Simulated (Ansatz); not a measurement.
`C[CH]1[CH2][AlH]1` + `[OH][GeH2][SH]` → `C[S][GeH2][OH]` + `[CH2]1[CH2][AlH]1`  (substitution at a C–C bond)

Program: Ansatz. Geometries: PBE0-D4/def2-TZVP. ΔE: electronic, gas phase. CBS: MP2 limit from def2 TZ/QZ plus the TZ coupled-cluster correction, frozen cores. For Ge outer-core shells are correlated without core-valence functions, which leaves a few kJ/mol of doubt a bond. Scalar relativity is left out up to krypton. One conformer a species, not always the lowest.

`C[CH]1[CH2][AlH]1`:

```xyz
11

C    -1.051    1.011   -0.117
C    -0.041    0.084    0.515
C     0.281   -1.263   -0.250
Al    1.812   -0.187    0.116
H    -1.101    1.969    0.409
H    -0.804    1.231   -1.161
H    -2.057    0.574   -0.112
H    -0.290   -0.124    1.560
H    -0.090   -1.262   -1.278
H    -0.009   -2.185    0.249
H     3.350    0.153    0.068
```

`[OH][GeH2][SH]`:

```xyz
7

O     0.935   -0.394   -1.226
Ge   -0.505   -0.230   -0.198
S    -0.093    1.105    1.526
H     1.314    0.457   -1.459
H    -1.658    0.451   -0.953
H    -0.806   -1.665    0.237
H     0.812    0.276    2.073
```

`C[S][GeH2][OH]`:

Z-matrix (Å, degrees):
```
C
S 1 1.815
H 1 1.090 2 111.6
H 1 1.090 2 111.3 3 -123.3
H 1 1.090 2 106.6 3 118.4
Ge 2 2.210 1 100.3 3 72.7
O 6 1.781 2 113.3 1 -84.7
H 6 1.529 2 108.7 1 160.3
H 6 1.543 2 107.4 1 35.8
H 7 0.960 6 113.1 2 56.7
```

`[CH2]1[CH2][AlH]1`:

Cartesian coordinates in Å:
```
C 0.870 0.090 0.190
C -0.341 -0.638 -0.528
Al -0.837 0.866 0.533
H 1.590 0.551 -0.484
H 1.389 -0.514 0.932
H -0.517 -1.661 -0.199
H -0.318 -0.595 -1.615
H -1.837 1.900 1.171
```

| species | HF/CBS(def2) energy (Eh) |
| --- | --- |
| `C[CH]1[CH2][AlH]1` | -359.57945 |
| `[OH][GeH2][SH]` | -2550.25359 |
| `C[S][GeH2][OH]` | -2589.29593 |
| `[CH2]1[CH2][AlH]1` | -320.53139 |

(1) Work out ΔE.

Largest T1 diagnostic among the species: 0.012.

## Answers

(1) ΔE = (-2589.29593) + (-320.53139) − (-359.57945) − (-2550.25359) = 0.00572 Eh = +0.16 eV. CCSD(T)/CBS gives +0.14 eV.
